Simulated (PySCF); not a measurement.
A structure optimised at PBE-D3(BJ)/def2-SVPD, used in a PySCF frequency run:

```xyz
4

Sb     0.0000     0.0000    -0.3040
Cl     0.0000     0.0000     2.1759
Cl     0.0000    -2.6231    -0.6320
Cl     0.0000     2.6231    -0.6320
```
Charge -1, spin multiplicity 2.

Q: Write its SMILES, formula and point group.

A: [Cl][Sb-]([Cl])[Cl], Cl3Sb, C2v

Q: What are its rotational constants (standard atomic weights)?

A: 2.4378, 1.0359, 0.72701 GHz
